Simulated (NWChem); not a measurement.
System: trisilylamine (Si₃NH₉); SMILES [SiH3]N([SiH3])[SiH3]

### Question
Give the equilibrium geometry at B3LYP/6-31G* (spherical d) (NWChem) as a list of bonds and angles, with the point group.

### Answer
point group C3h; any orientation.
Bonded distances (Å): Si1–N2 1.754, Si1–H5 1.488, Si1–H6 1.488, Si1–H7 1.488, N2–Si3 1.754, N2–Si4 1.754, Si3–H8 1.488, Si3–H9 1.488, Si3–H10 1.488, Si4–H11 1.488, Si4–H12 1.488, Si4–H13 1.488. Bond angles (°): N2–Si1–H5 111.9, N2–Si1–H6 111.9, N2–Si1–H7 107.6, H5–Si1–H6 107.7, H5–Si1–H7 108.8, H6–Si1–H7 108.8, Si1–N2–Si3 120.0, Si1–N2–Si4 120.0, Si3–N2–Si4 120.0, N2–Si3–H8 107.6, N2–Si3–H9 111.9, N2–Si3–H10 111.9, H8–Si3–H9 108.8, H8–Si3–H10 108.8, H9–Si3–H10 107.7, N2–Si4–H11 111.9, N2–Si4–H12 107.6, N2–Si4–H13 111.9, H11–Si4–H12 108.8, H11–Si4–H13 107.7, H12–Si4–H13 108.8.
